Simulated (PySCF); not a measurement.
Dipole response of Au²⁺ (gold, charge +2)

[Xe] 4f14 5d8 6s1, high-spin 4F determinant (an excited configuration). Calculation: PySCF 2.14, in def2-TZVPPD with the def2 core potential (60 electrons) (6s5p3d2f1g, 59 functions); a scalar-relativistic core potential. Coupled (time-dependent) response in atomic units; α is the mean over directions.

| method | mean α (bohr³) | C₆ (like pair) | S(−4) |
| --- | --- | --- | --- |
| UHF | 16.64 | 104.6 | 132.8 |
| PBE | 13.76 | 89.31 | 70.74 |
| PBE0 | 14.25 | 91.87 | 79.97 |
| MN15 | 14.06 | 91.65 | 72.93 |
| TPSS | 14.13 | 92.06 | 75.77 |

S(−4) is the Cauchy moment in α(ω) = α(0) + S(−4) ω² + …

Spin-orbit coupling is absent.

α(iu) at PBE:

```
u (hartree)  α(iu) (bohr³)
          0          13.76
     0.0500          13.59
      0.100          13.11
      0.200          11.61
      0.300          10.01
      0.500          7.532
      0.750          5.663
       1.00          4.506
       1.50          3.099
       2.00          2.252
       3.00          1.313
       5.00         0.5831
```

For an ion, C₆ is the dispersion term alone; charge-induced terms of lower order in 1/R come first.

Energies and moments cover only the electrons outside the core potential. Spin-orbit coupling, absent here, splits the open shell strongly.
